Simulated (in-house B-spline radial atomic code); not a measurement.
Configurations of P III (P2+), with energies counted from [Ne] 3s2 3p1. All numbers are computed (Dirac-Hartree-Fock, average of configuration; Fermi nucleus of rms radius 3.1889 fm) with a radial B-spline atomic code at the basis-set limit, not measured. Energies include first-order Breit, QED and recoil terms.

Occupations are held fixed; configurations that lie above the ionisation limit could autoionise.

| configuration | E - E(ref) (eV) | highest orbital | its <r> (bohr) |
| --- | --- | --- | --- |
| [Ne] 3s1 3p2 | 9.1747 | 3p3/2 | 1.984 |
| [Ne] 3s2 3d1 | 13.418 | 3d5/2 | 2.722 |
| [Ne] 3s2 7d1 | 26.752 | 7d5/2 | 21.94 |
| [Ne] 3s2 7g1 | 26.92 | 7g9/2 | 21.15 |
| [Ne] 3s1 3p1 5f1 | 33.241 | 5f7/2 | 10.33 |
| [Ne] 3s1 3p1 7f1 | 35.668 | 7f7/2 | 22.25 |
| [Ne] 3s1 3p1 7g1 | 35.689 | 7g9/2 | 21.15 |

Question: Order these further configurations by energy, lowest first.
A. [Ne] 3s1 3p1 3d1
B. [Ne] 3s1 3p1 7d1
C. [Ne] 3s2 6f1
D. [Ne] 3s2 6g1
E. [Ne] 3s2 7s1

Answer: A (21.76 eV), E (25.874 eV), C (25.992 eV), D (26.017 eV), B (35.509 eV).

Question: How far above the reference does [Ne] 3s2 6d1 lie?

Answer: 25.748 eV; its least bound orbital is 6d5/2 with <r> = 15.66 bohr.

Question: How far above the reference does [Ne] 3s1 3p1 4f1 lie?

Answer: 30.465 eV; its least bound orbital is 4f7/2 with <r> = 5.882 bohr.
